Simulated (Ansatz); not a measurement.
Basis sets compared for Ga2P2⁻ (the lowest doublet isomer of a short search). Total charge -1; doublet. Geometry r2SCAN-D4/def2-SVPD. Ansatz on 4 threads of Arm Neoverse V2 on a shared host; times are rough, and most runs start from earlier orbitals.

```xyz
4

Ga   -1.0069    0.8962    0.3028
Ga    1.0069   -0.8963   -0.3025
P    -1.2419   -1.1211   -0.8112
P     1.2420    1.1212    0.8109
```

The 6-31G sets use Cartesian d functions. B3LYP takes the VWN-RPA correlation. The structure comes from a short search, and lower isomers may exist.

| level | functions | energy (Eh) | HOMO (eV) | LUMO (eV) | wall time |
| --- | --- | --- | --- | --- | --- |
| PBE-D4/def2-SVPD | 124 | -4530.9295 | -0.43 | 0.00 | 2.5 s |
| B3LYP-D4/6-31G | 84 | -4531.8779 | -0.92 | 0.55 | 2 s |
| PBE0-D4/def2-SVPD | 124 | -4531.0497 | -1.09 | 0.70 | 3.6 s |

(1) Estimate the rows for PBE-D4/def2-TZVPD, B3LYP-D4/def2-TZVPD (with forces), PBE0-D4/def2-TZVPD.

Answers

(1) 
```json
{"level": "PBE-D4/def2-TZVPD", "functions": "194", "energy (Eh)": "-4531.6513", "HOMO (eV)": "-0.46", "LUMO (eV)": "-0.04", "wall time": "4.1 s"}
{"level": "B3LYP-D4/def2-TZVPD (with forces)", "functions": "194", "energy (Eh)": "-4532.6666", "HOMO (eV)": "-1.01", "LUMO (eV)": "0.49", "wall time": "9.5 s"}
{"level": "PBE0-D4/def2-TZVPD", "functions": "194", "energy (Eh)": "-4531.7677", "HOMO (eV)": "-1.11", "LUMO (eV)": "0.66", "wall time": "9 s"}
```
